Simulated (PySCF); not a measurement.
Predicted microwave data (PBE0-D3(BJ)/def2-SVP geometry optimisation, gas phase in PySCF) for one isomer of C7H7N:

```
Rotational constants : A = 5460, B = 1545, C = 1204 MHz
Dipole components    : |μa| = 2.42 D, |μb| = 0.34 D, |μc| = 0.00 D
Inertial defect      : 0.00 u·Å²
κ                    : -0.84
```

Problem. Which candidate fits, each taken in the one conformer that was computed?
A. `[CH2:1]=[CH:2]/[CH:3]=[CH:4]/[CH:5]=[CH:6]\[C:7]#[N:8]` with C1–C2–C3–C4 180°, C3–C4–C5–C6 180°
B. `[CH2:1]=[N:2][c:3]1[cH:4][cH:5][cH:6][cH:7][cH:8]1` with C1–N2–C3–C4 44° (N-methyleneaniline)
C. `N#C[C@]12C[C@@H]3[C@H](C1)[C@@H]32`
D. `[CH2:1]=[CH:2][C@@H:3]1[C@H:4]2[C@@H:5]([C:6]#[N:7])[C@@H:8]12` with C1–C2–C3–C4 33°
E. `[CH2:1]=[CH:2][c:3]1[cH:4][cH:5][n:6][cH:7][cH:8]1` with C1–C2–C3–C4 0°

Solution. E. It is C=Cc1ccncc1, an asymmetric top, point group Cs. The candidates at the same level (rigid rotor, commonest isotopes):

```
                             SMILES  A (MHz)  B (MHz)  C (MHz)  μa (D)  μb (D)  μc (D)  Δ (u·Å²)  point group                        rotor
                        C=Nc1ccccc1     5163     1635     1272    0.01    1.07    0.94     -9.66           C1               asymmetric top
                    C=C/C=C/C=C\C#N     6325    791.5    703.5    3.36    2.98    0.00      0.00           Cs  near-prolate asymmetric top
C=C[C@@H]1[C@H]2[C@@H](C#N)[C@@H]12     6696     1192     1087    3.66    2.58    0.00    -34.65           Cs  near-prolate asymmetric top
 N#C[C@]12C[C@@H]3[C@H](C1)[C@@H]32     4852     1797     1635    4.20    0.00    0.10    -76.34           Cs               asymmetric top
                        C=Cc1ccncc1     5460     1545     1204    2.42    0.34    0.00      0.00           Cs               asymmetric top
```

`C=C[C@@H]1[C@H]2[C@@H](C#N)[C@@H]12` has B 23 % too low; `C=Nc1ccccc1` has B 6 % too high; `C=C/C=C/C=C\C#N` has B 49 % too low; `N#C[C@]12C[C@@H]3[C@H](C1)[C@@H]32` has C 36 % too high. In the right answer the mirror of this Cs structure is the ab plane, so μc vanishes by symmetry. No structure here is proved a minimum.
